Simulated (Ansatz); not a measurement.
Born–Oppenheimer molecular dynamics of ClF$_{2}$H$_{4}$NOZr (10 atoms, charge 0, multiplicity 1). It starts at the highest image of a converged band. Of that band: Beside the main top the profile has a ripple of under 15 meV (maxima at images 3, 7), which may be a very shallow well or noise. A vibrational analysis at the climbing image gives one clearly imaginary mode, 400i cm⁻¹: a first-order saddle point.

Method: RKS PBE/def2-SVP (Ansatz).

* ensemble: NVE (velocity Verlet)
* time step: 0.5 fs
* steps asked: 200
* starting velocities drawn for: 100 K
* seed: 5964

First frame:

```xyz
10
Properties=species:S:1:pos:R:3
Zr 0.097 0.270 0.131
N -0.078 0.154 2.310
H -1.007 0.296 2.732
H 0.332 -0.663 2.784
F 1.776 0.204 -0.798
Cl -1.698 1.405 -0.921
F -0.300 -1.595 -0.080
O 1.040 2.003 1.229
H 1.980 2.256 1.210
H 0.730 1.367 2.082
```

Question: What does the run give?

Answer: The run went to its last step.

```yaml
steps_done: 200
time_covered: 100 fs
mean_temperature_over_the_second_half: 76 K
spread_of_the_potential_energy_over_the_second_half: 1.1 meV per atom
mean_potential_energy_of_the_second_half_above_the_start: 2.4 meV per atom
```

The conserved energy stayed within 0.04 meV per atom of its start (net change 0.028 meV per atom), so the integration is sound. A run of 0.1 ps of so small a system gives no equilibrium averages. The orbitals stay closed-shell, which can raise the energy where a bond breaks towards radicals; this wasn't checked here.

Question: What happens to the structure?

Answer: Between its relaxed ends the band would form N2–H10 and break O8–H10. These pairs go: N2–H10 1.48 → 2.11 Å, O8–H10 1.11 → 0.96 Å. In the last frame they stand as before the step (other bonds may differ from the relaxed reactants and products). Also parted: Zr1–H10 2.33 → 2.62 Å. It ends as one piece, ClF2H4NOZr. Pairs count as bonded within 1.25 times the sum of covalent radii (0.12 Å more for H–H). This is one draw of velocities; another would differ in detail.

Question: How do temperature and energy run in time?

Answer: 
```tsv
time (fs)	T (K)	potential energy less start (eV)	conserved less start (meV/atom)
0	100	0.000	0.00
8	72	0.029	0.01
16	48	0.054	0.01
24	50	0.052	0.01
32	60	0.041	0.00
40	60	0.041	0.01
48	76	0.024	0.00
56	73	0.028	0.02
64	65	0.036	0.01
72	69	0.032	0.01
80	77	0.024	0.01
88	89	0.011	-0.01
96	84	0.016	0.01
```

The run took 6.1 min on 4 threads of Arm Neoverse V1, with other jobs on the host, peak memory 0.19 GiB.
